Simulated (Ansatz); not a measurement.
CH₈OSi₃ (`O=C[SiH]([SiH3])[SiH3]`). The species carries charge 0 and has multiplicity 1. All single points use the PBE0-D4/def2-TZVP geometry. It is one conformer, not always the lowest.

```xyz
13

O     1.727    2.010    0.007
C     0.523    1.991   -0.017
Si   -0.488    0.375    0.296
Si   -0.883   -0.596   -1.799
Si    0.766   -1.029    1.682
H    -0.037    2.929   -0.249
H    -1.796    0.758    0.903
H    -1.594    0.360   -2.690
H    -1.715   -1.817   -1.639
H     0.415   -0.967   -2.421
H     1.151   -0.317    2.927
H     1.985   -1.478    0.964
H    -0.053   -2.220    2.036
```

(1) What is the dipole moment at r2SCAN/def2-TZVPP? (Best estimate.)

(2) And with PBE, B3LYP, ωB97M-V? (Estimate.)

(3) Give the Mulliken charges with r2SCAN, PBE, ωB97M-V in def2-TZVPP. (An estimate is asked.)

## Answers

(1) Computed: 1.95 D, with components (-1.91, -0.40, -0.03) D in this frame, pointing from negative to positive charge.

(2) Computed: PBE 1.84 D, B3LYP 2.06 D, ωB97M-V 2.06 D.

(3) The calculation gave: 
| atom | r2SCAN | PBE | ωB97M-V |
| --- | --- | --- | --- |
| O1 | -0.27 | -0.20 | -0.25 |
| C2 | 0.13 | 0.07 | 0.04 |
| Si3 | 0.15 | 0.12 | 0.10 |
| Si4 | 0.17 | 0.10 | 0.04 |
| Si5 | 0.18 | 0.11 | 0.05 |
| H6 | 0.04 | 0.06 | 0.09 |
| H7 | -0.08 | -0.06 | -0.01 |
| H8 | -0.06 | -0.03 | -0.01 |
| H9 | -0.05 | -0.03 | -0.01 |
| H10 | -0.04 | -0.03 | 0.00 |
| H11 | -0.05 | -0.03 | -0.01 |
| H12 | -0.05 | -0.03 | 0.00 |
| H13 | -0.06 | -0.04 | -0.01 |

B3LYP here is the variant with VWN-RPA as its local correlation; programs differ in this.
